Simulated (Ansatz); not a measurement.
A nudged elastic band was laid between two geometries of CH$_{6}$AlNSSi (11 atoms, charge 0, multiplicity 1).

The calculation used RKS revPBE-D4/STO-3G (Ansatz 0.2.0).

```yaml
movable_images: 9
climbing_image: yes
spring: 5.0 eV/Å²
optimiser: quadratic models (default)
start_path: through a guess of the saddle point
force_threshold: 0.03 eV/Å
iteration_limit: 54
end_points: relaxed
```

Image 0:

```xyz
11
Properties=species:S:1:pos:R:3
C -1.118 0.426 1.078
Si 0.176 -0.154 -0.193
N 1.807 0.443 0.385
Al -0.161 -1.222 -2.111
S -0.260 0.857 -2.126
H -0.978 1.495 1.331
H -1.053 -0.149 2.021
H -2.146 0.311 0.690
H 1.649 0.792 1.384
H 2.404 -0.424 0.574
H -0.254 -2.433 -3.012
```

Image 10:

```xyz
11
Properties=species:S:1:pos:R:3
C -1.162 0.471 1.072
Si 0.157 -0.119 -0.163
N 1.726 0.549 0.515
Al -0.153 -1.270 -2.039
S -0.166 0.816 -2.143
H -1.014 1.535 1.331
H -1.126 -0.108 2.014
H -2.182 0.366 0.659
H 1.712 0.278 1.552
H 2.510 -0.093 0.163
H -0.237 -2.483 -2.941
```

**Question.** Which bonds break or form, and what moves?

**Answer.** No bond is made or broken. The dihedral Al4–Si2–N3–H9 goes from -173 to -134°.

**Question.** What energy profile does the band end with?

**Answer.** It converged. The highest image is number 0 of 0 to 10, 0.000 eV above the first end and 0.006 eV above the last; the last end lies 0.006 eV below the first. The highest image is an end point: on this band no image between the ends rises above it. Limits of this set-up: minimal basis.

| image | path coordinate (Å) | energy (eV) | dihedral Al4–Si2–N3–H9 (°) |
| --- | --- | --- | --- |
| 0 | 0.00 | 0.000 | -173 |
| 1 | 0.06 | 0.000 | -170 |
| 2 | 0.15 | -0.001 | -166 |
| 3 | 0.24 | -0.002 | -162 |
| 4 | 0.33 | -0.002 | -158 |
| 5 | 0.41 | -0.003 | -154 |
| 6 | 0.50 | -0.004 | -150 |
| 7 | 0.59 | -0.005 | -146 |
| 8 | 0.67 | -0.006 | -142 |
| 9 | 0.76 | -0.006 | -138 |
| 10 | 0.85 | -0.006 | -134 |

Time of the run: 5.1 min on 1 thread of Intel(R) Xeon(R) Platinum 8488C (Sapphire Rapids), on a shared host, peak memory 0.12 GiB.
